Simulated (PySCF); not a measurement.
Working out the ionisation energy of Rh

Rh [Kr] 4d8 5s1 (4F) → Rh⁺ [Kr] 4d8 (3F). Computed with PySCF 2.14 in aug-cc-pVDZ-PP with ECP28MDF (5s5p4d2f, 54 functions), with scalar relativity through the core potential. Frozen: 4s2 4p6. Energies in hartree (1 hartree = 27.21139 eV):

| part | Rh (lower) | Rh⁺ (upper) |
| --- | --- | --- |
| UHF | -109.387054 | -109.155022 |
| MP2 opposite-spin | -0.126344 | -0.109012 |
| MP2 same-spin | -0.080885 | -0.064027 |

**Question.** What does Hartree-Fock give?

**Answer.** (-109.155022) − (-109.387054) = 0.232032 hartree = 6.314 eV.

**Question.** What do MP2 and SCS-MP2 (6/5 opposite-spin, 1/3 same-spin) give?

**Answer.** The opposite-spin parts differ by 0.472 eV and the same-spin parts by 0.459 eV. MP2: 6.314 + (0.472) + (0.459) = 7.245 eV. SCS-MP2: 6.314 + 1.2 × (0.472) + (0.459)/3 = 7.033 eV.

Measured between the centres of the two terms (NIST): 7.479 eV, so MP2 (valence) is off by -0.234 eV.

A double-zeta basis recovers only part of the correlation energy.

What remains against the reference includes basis incompleteness, the frozen core and correlation beyond second order.
